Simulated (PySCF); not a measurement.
Geometries of 2 isomers of C2H9NOSi, from PBE0-D3(BJ)/def2-SVP geometry optimisation, gas phase in PySCF. One conformer each, no zero-point energy, no frequencies.

Question: Which isomer lies lower at this level?
A.
```xyz
14
angstrom
C      1.877    0.126   -0.686
N      1.236   -0.519    0.434
Si    -0.137    0.055    1.298
O     -1.632   -0.401    0.710
C     -2.108   -0.026   -0.549
H      2.977    0.113   -0.596
H      1.574    1.184   -0.728
H      1.619   -0.323   -1.664
H      1.518   -1.483    0.573
H     -0.047    1.548    1.251
H     -0.118   -0.515    2.669
H     -1.511   -0.468   -1.369
H     -2.109    1.073   -0.688
H     -3.145   -0.379   -0.662
```
B.
```xyz
14
angstrom
C     -2.227    0.477    0.126
O     -0.859    0.386    0.377
C     -0.249   -0.738   -0.207
Si     1.596   -0.616    0.197
N      2.069    0.948   -0.378
H     -2.603    1.389    0.613
H     -2.445    0.540   -0.959
H     -2.780   -0.393    0.533
H     -0.687   -1.685    0.175
H     -0.392   -0.744   -1.308
H      1.777   -0.864    1.667
H      2.361   -1.677   -0.529
H      1.409    1.690   -0.165
H      3.021    1.273   -0.248
```

Answer: A. That is `CN[SiH2]OC`, 25.9 kcal/mol below the other.

| SMILES | atoms numbered as above | E (Eh) | relative (kcal/mol) | relative (kJ/mol) | dipole (D) |
| --- | --- | --- | --- | --- | --- |
| CN[SiH2]OC | [CH3:1][NH:2][SiH2:3][O:4][CH3:5] | -500.53067 | 0.0 | 0.0 | 1.95 |
| COC[SiH2]N | [CH3:1][O:2][CH2:3][SiH2:4][NH2:5] | -500.48945 | 25.9 | 108.2 | 0.89 |

As drawn, the lower has an Si–O bond, which the higher lacks; the higher has an Si–C bond, which the lower lacks.
